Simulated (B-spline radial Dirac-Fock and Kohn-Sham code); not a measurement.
# Dipole and non-dipole photoemission parameters of Rb 3d3/2

System: neutral rubidium, configuration 1s2 2s2 2p6 3s2 3p6 3d10 4s2 4p6 5s1; threshold 113.0 eV (tabulated edge). Method: Dirac-Hartree-Slater photoionisation with a Latter tail; cross sections with all multipoles, angular parameters from the dipole term and its interference with E2. Computed with a radial atomic solver.

The run's input, task.json:

```json
{"items": [{
  "Z": 37,
  "q": 0,
  "cfg": [[1, 0, 2], [2, 0, 2], [2, 1, 6], [3, 0, 2], [3, 1, 6], [3, 2, 10], [4, 0, 2], [4, 1, 6], [5, 0, 1]],
  "A": 85,
  "rrms": 4.2036,
  "do": "xps",
  "hv": [66.2, 80, 85.1, 94.0, 100, 134.0, 150, 186.0, 202.0, 212.0, 235.0, 604.0, 620.0, 643.0, 769.0, 800, 932.0, 1440.0, 1550.0, 1950.0, 1990.0, 2000, 2290.0, 4000, 5414.7, 6930.0, 8830.0, 8930.0, 10000.0, 12000],
  "edges": {"K": 15200.0, "L1": 2065.0, "L2": 1864.0, "L3": 1804.0, "M1": 326.7, "M2": 248.7, "M3": 239.1, "M4": 113.0, "M5": 112.0}
}]}
```

Run with: `python xray2_run.py task.json out`

For linearly polarised light dσ/dΩ = σ/(4π) [1 + β P₂(cos θ) + (δ + γ cos²θ) sin θ cos φ], with θ from the polarisation vector and φ the angle between the beam and the projection of the electron momentum on the plane normal to the polarisation.

| hν (eV) | σ (kb) | β | γ | δ |
| --- | --- | --- | --- | --- |
| 134 | 769 | 0.561 | 0.009 | 0.003 |
| 150 | 1440 | 0.086 | -0.007 | 0.005 |
| 186 | 2090 | 0.260 | -0.017 | 0.011 |
| 202 | ? | ? | ? | ? |
| 212 | 2080 | 0.438 | -0.018 | 0.013 |
| 235 | 1950 | 0.570 | -0.016 | 0.016 |
| 604 | 319 | 1.190 | 0.117 | 0.037 |
| 620 | 299 | 1.195 | 0.124 | 0.038 |
| 643 | 272 | 1.202 | 0.135 | 0.039 |
| 769 | 168 | 1.224 | 0.193 | 0.045 |
| 800 | 151 | 1.226 | 0.207 | 0.046 |
| 932 | 97.4 | 1.226 | 0.266 | 0.052 |
| 1440 | 25.7 | 1.164 | 0.463 | 0.073 |
| 1550 | 20.3 | 1.146 | 0.500 | 0.078 |
| 1950 | 9.48 | 1.080 | 0.617 | 0.096 |
| 1990 | 8.85 | 1.073 | 0.627 | 0.098 |
| 2000 | 8.70 | 1.072 | 0.630 | 0.098 |
| 2290 | 5.47 | 1.026 | 0.700 | 0.111 |
| 4000 | 0.733 | 0.816 | 0.971 | 0.189 |
| 5414.7 | 0.232 | 0.700 | 1.099 | 0.251 |
| 6930 | 0.0880 | 0.611 | 1.192 | 0.314 |
| 8830 | 0.0332 | 0.528 | 1.271 | 0.388 |
| 8930 | 0.0317 | 0.524 | 1.274 | 0.392 |
| 10000 | 0.0199 | 0.486 | 1.304 | 0.431 |
| 12000 | 0.00936 | 0.428 | 1.341 | 0.500 |

Q: Give the values at 202 eV.

A: σ = 2110 kb, β = 0.373, γ = -0.018, δ = 0.012.
